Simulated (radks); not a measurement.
Values are calculated unless marked as measured or tabulated.
Problem. Valence configurations of Cd2+ (all share [Kr]). Code: a radial shooting solver on a logarithmic mesh with Libxc functionals. Model: scalar-relativistic Kohn-Sham, PBE, spin-polarised, spherical densities, finite nucleus; open shells are filled with parallel spins first (spin-orbit coupling, left out, can overturn this in heavy ions); Fermi nuclear charge, rms radius 4.6087 fm. Order these by energy: 4d9.5 5s0.5; 4d6.5 5s2 5p1.5; 4d9 5s1; 4d8.5 5s1.5; 4d8.5 5p1.5; 4d6.5 5s1 5p2.5; 4d9.5 5p0.5; 4d9 5p1; 4d10; 4d8 5p2.

Solution. From the lowest, in eV above it: 4d10 0.000; 4d9.5 5s0.5 4.718; 4d9.5 5p0.5 8.204; 4d9 5s1 9.774; 4d8.5 5s1.5 15.905; 4d9 5p1 17.067; 4d8.5 5p1.5 26.599; 4d8 5p2 36.818; 4d6.5 5s2 5p1.5 57.118; 4d6.5 5s1 5p2.5 62.825. NIST lists [Kr] 4d10 as the ground configuration; this level of theory agrees among the configurations tried. The energies are those of spherical high-spin densities, not of single terms.
